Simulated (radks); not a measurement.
Question: The mean radii <r> (bohr) of the occupied orbitals of an atom or ion are listed with their occupations. Method: non-relativistic Kohn-Sham, BLYP, spin-polarised, spherical densities, point nucleus; computed with a radial shooting solver on a logarithmic mesh with Libxc functionals.

| orbital | occ. | <r> |
|---|---|---|
| 1s up | 1 | 0.1309 |
| 1s down | 1 | 0.1309 |
| 2s up | 1 | 0.6987 |
| 2s down | 1 | 0.6990 |
| 2p up | 3 | 0.6878 |
| 2p down | 3 | 0.6883 |
| 3p up | 2 | 3.898 |

Name the element and its charge. Open shells, if any, are filled with parallel spins first.

Answer: Z = 12, magnesium, charge 0: Mg in [Ne] 3p2. The 1s radius gives Z: for a bare nucleus <r> = 1.5/Z, 0.125 bohr for Z = 12, and screening makes it slightly larger (0.1309 here). The occupations add up to 12, and the charge is Z minus that.
